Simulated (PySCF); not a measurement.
Job file and geometry (Å, from GFN2-xTB) of an NMR shielding run on SMILES CC[S][AlH][N]1CCCC1, C₆H₁₄AlNS, GIAO PBE0/pcSseg-1 NMR shielding, non-relativistic, gas phase (PySCF); density fitting, a coarse starting grid and PySCF grid level 2 are the driver's defaults:

```
$ OMP_NUM_THREADS=1 python probes_run.py task.json out

{"job": {"kind": "nmr", "xc": "PBE0", "basis": "pcSseg-1"}, "charge": 0, "multiplicity": 1}
C      4.175409    -0.306410    -0.165790
C      3.502092     0.762201     0.670564
S      2.010703     0.107896     1.534236
Al     0.661988     0.366993    -0.180275
N     -0.969498    -0.347731    -0.236066
C     -1.737158    -0.957195     0.838925
C     -3.028466    -0.126847     0.892394
C     -3.205797     0.379972    -0.552110
C     -1.946036    -0.116261    -1.285466
H      3.499586    -0.638341    -0.957681
H      5.082467     0.089567    -0.619802
H      4.432899    -1.165892     0.448259
H      3.198498     1.606345     0.043080
H      4.160148     1.122525     1.459162
H      1.174219     1.205918    -1.360021
H     -1.976622    -1.999969     0.588032
H     -1.171969    -0.941150     1.773556
H     -3.874597    -0.723525     1.228197
H     -2.901122     0.711585     1.576707
H     -4.108319    -0.014309    -1.016449
H     -3.257634     1.467682    -0.574913
H     -1.557451     0.600381    -2.011894
H     -2.168094    -1.056449    -1.809625
```

Q: What does the program print?

A: 
```
coarse grid: 19512 points
cycle   1  E = -931.7092980638  dE =  8.325e-01  |g| = 4.927e-01  |ddm| = 4.253e+00
cycle   2  E = -931.6568324084  dE =  5.247e-02  |g| = 7.001e-01  |ddm| = 1.117e+00
cycle   3  E = -931.7733379208  dE = -1.165e-01  |g| = 1.238e-01  |ddm| = 6.807e-01
cycle   4  E = -931.7764622782  dE = -3.124e-03  |g| = 4.157e-02  |ddm| = 1.368e-01
cycle   5  E = -931.7768482562  dE = -3.860e-04  |g| = 8.315e-03  |ddm| = 4.416e-02
cycle   6  E = -931.7768631451  dE = -1.489e-05  |g| = 2.903e-03  |ddm| = 1.120e-02
cycle   7  E = -931.7768650866  dE = -1.942e-06  |g| = 4.944e-04  |ddm| = 2.847e-03
final grid: 177088 points
cycle   8  E = -931.8317658917  dE = -4.127e-05  |g| = 1.030e-02  |ddm| = 3.190e-02
cycle   9  E = -931.8317437875  dE =  2.210e-05  |g| = 1.393e-02  |ddm| = 2.050e-02
cycle  10  E = -931.8317926618  dE = -4.887e-05  |g| = 1.406e-03  |ddm| = 1.256e-02
cycle  11  E = -931.8317930549  dE = -3.931e-07  |g| = 3.823e-04  |ddm| = 1.268e-03
cycle  12  E = -931.8317930847  dE = -2.981e-08  |g| = 8.560e-05  |ddm| = 4.004e-04
cycle  13  E = -931.8317930864  dE = -1.653e-09  |g| = 3.789e-05  |ddm| = 1.290e-04
cycle  14  E = -931.8317930867  dE = -3.402e-10  |g| = 5.238e-06  |ddm| = 3.293e-05
converged SCF energy = -931.8317930867

GIAO shielding tensors (ppm)
atom      isotropic    diamagn.    paramagn.     s11        s22        s33       span
  0 C      159.783     247.559     -87.776    138.185    153.463    187.702     49.517
  1 C      160.131     253.494     -93.363    141.284    161.954    177.154     35.870
  2 S      595.304    1062.870    -467.566    475.154    611.235    699.521    224.367
  3 Al     358.613     801.318    -442.705    335.941    339.001    400.898     64.957
  4 N      157.644     327.839    -170.195     81.570    165.587    225.777    144.207
  5 C      132.739     243.074    -110.334     99.300    132.463    166.455     67.156
  6 C      157.933     250.678     -92.745    132.709    163.757    177.335     44.625
  7 C      159.009     250.836     -91.827    131.776    167.485    177.768     45.992
  8 C      133.956     242.682    -108.726     98.481    133.946    169.440     70.959
  9 H       30.908      30.714       0.194     26.662     31.091     34.971      8.309
 10 H       30.246      26.202       4.044     25.151     26.687     38.900     13.748
 11 H       30.257      29.110       1.147     26.526     28.392     35.853      9.327
 12 H       28.969      32.616      -3.647     23.334     28.494     35.078     11.744
 13 H       28.976      30.410      -1.434     22.352     27.766     36.809     14.456
 14 H       27.175      32.878      -5.703     22.911     26.973     31.640      8.729
 15 H       28.898      30.344      -1.446     22.788     27.746     36.161     13.373
 16 H       28.080      31.702      -3.622     22.259     29.215     32.765     10.506
 17 H       30.044      28.767       1.276     25.021     27.462     37.648     12.628
 18 H       30.234      30.677      -0.443     25.416     28.209     37.075     11.659
 19 H       30.080      28.497       1.583     25.050     27.467     37.724     12.675
 20 H       30.136      29.996       0.140     25.337     27.866     37.205     11.868
 21 H       28.003      30.801      -2.799     22.966     27.820     33.222     10.256
 22 H       28.779      29.758      -0.979     22.247     27.815     36.276     14.029
```

Size and cost of the density-fitted run: 237 basis functions, 100 s wall time on 1 thread of an Intel Xeon, shared host; peak memory 1.1 GiB.
